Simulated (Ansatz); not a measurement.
The first iterations of a band of CH$_{6}$OSn (9 atoms, charge 0, multiplicity 1).

The calculation used RKS B3LYP/def2-SVP in Ansatz 0.2.0.

```
movable images  : 9
climbing image  : yes
spring          : 5.0 eV/Å²
optimiser       : quadratic models (default)
start path      : through a guess of the saddle point
force threshold : 0.5 eV/Å
iteration limit : 60
end points      : relaxed
```

First end point:

```xyz
9
Properties=species:S:1:pos:R:3
Sn 0.360 0.072 0.085
C 1.022 0.003 2.149
H 0.150 0.055 2.816
H 1.572 -0.929 2.344
H 1.683 0.858 2.353
H 1.684 -0.127 -1.010
H -0.554 1.483 -0.266
O -0.974 -1.391 -0.249
H -0.566 -2.268 -0.236
```

Last end point:

```xyz
9
Properties=species:S:1:pos:R:3
Sn -1.149 0.079 -2.054
C 2.039 -0.349 2.266
H 1.285 -0.373 1.465
H 2.053 -1.314 2.794
H 1.799 0.452 2.981
H 3.032 -0.161 1.833
H -2.898 0.203 -1.590
O -0.537 -0.372 -0.183
H -1.247 -0.411 0.473
```

| iteration | highest image above the first end (eV) | largest band force component (eV/Å) |
| --- | --- | --- |
| 1 | 31.294 | 130.048 |
| 2 | 17.502 | 67.068 |
| 3 | 6.454 | 31.738 |
| 4 | 2.664 | 15.617 |

Task: Does the band converge within its limit, and where does its top end?

Result: The forces met the threshold. It ended after 13 iterations with the highest image 2.440 eV above the first end. The threshold of 0.5 eV/Å is loose, so the images may lie well off the minimum-energy path. Neighbouring images differ by up to 2.7 eV, so the band resolves the path poorly. The order of the stationary point at the top wasn't checked. The orbitals stay closed-shell, which can raise the energy where a bond breaks towards radicals; this wasn't checked here.

Run time: 4.1 min on 2 threads of Arm Neoverse V1, on a shared host, peak memory 0.18 GiB.
